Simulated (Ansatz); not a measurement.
Ideal-gas functions of tantalum pentafluoride, F$_{5}$Ta at 500 K and 1 bar, from an Ansatz frequency run at PBE0-D4/def2-TZVP.

Molar mass 275.94 g/mol, point group D3h (symmetry number 6), electronic degeneracy 1, moments of inertia 194.221, 230.734, 230.832 u Å². Harmonic wavenumbers (cm⁻¹, unscaled): 104, 105, 206, 206, 240, 279, 279, 651, 671, 711, 711, 742.

Use S(trans) = R[1.5 ln M + 2.5 ln T − 1.1517]; rotational temperatures θ = 24.2544 K / I; S(rot) = R[ln(√π/σ · √(T³/θAθBθC)) + 1.5]; for each mode x = 1.438777 ν̃/T, S = R[x/(eˣ − 1) − ln(1 − e⁻ˣ)] and H = RT x/(eˣ − 1); 1 cm⁻¹ = 0.0119627 kJ/mol; R = 8.31446 J/(mol·K).

Question: By hand: the entropy, in J/(mol·K).

Answer: Translation 189.7. Rotation: θ = 0.1249, 0.1051, 0.1051 K, giving 107.2. Vibration, mode by mode: 18.38, 18.30, 12.78, 12.78, 11.56, 10.36, 10.36, 4.21, 4.03, 3.68, 3.68, 3.43, in all 113.5. Electronic 0.0. Sum 410.4 J/(mol·K).

Question: By hand: H − E and G − E in kJ/mol, counted from the electronic energy.

Answer: Zero-point energy ½ × 4905 × 0.0119627 = 29.3; thermal vibration 28.0; translation, rotation and pV give 4 RT = 16.6. H − E = 73.9 kJ/mol, and G − E = 73.9 − 500 × 410.4/1000 = -131.3 kJ/mol.

Vibration gives 28 % of the entropy, 36.7 J/(mol·K) of it from the modes under 150 cm⁻¹: soft modes count most, and the harmonic formula is weakest for them.
